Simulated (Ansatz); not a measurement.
`C#[C][Ti]([OH])([F])[Cl]`. Charge 0, multiplicity 1.

Cartesian coordinates in Å:
```
C -0.963 -1.342 -1.735
C -0.435 -0.771 -0.803
Ti 0.430 0.154 0.762
O 0.358 1.880 0.458
F -0.466 -0.253 2.200
Cl 2.502 -0.535 0.910
H -1.425 -1.848 -2.554
H 0.000 2.715 0.762
```

Problem. List the harmonic frequencies (cm⁻¹, unscaled) at PBE0-D4/def2-TZVP in Ansatz. (Estimate.)

Solution. The calculation gave: 84, 106, 124, 160, 173, 205, 247, 261, 307, 461, 536, 725, 735, 773, 836, 2092, 3453, 3938.

Problem. Is this a minimum?

Solution. Yes, all 18 modes are real.

Problem. Give the ideal-gas thermochemistry at 298.15 K and 1 bar (rigid rotor, harmonic oscillator; point group C1, symmetry number 1).

Solution. Zero-point energy 91.0 kJ/mol; H(298) − E = 117.1 kJ/mol; entropy 392.2 J/(mol·K), of which translation 170.9, rotation 119.6, vibration 101.7; G(298) − E = 0.1 kJ/mol. Modes under 100 cm⁻¹ are hindered rotations or soft bends, so the harmonic entropy is rough.

Problem. Rotational constants (cm⁻¹)?

Solution. 0.07648, 0.0536, 0.04388.
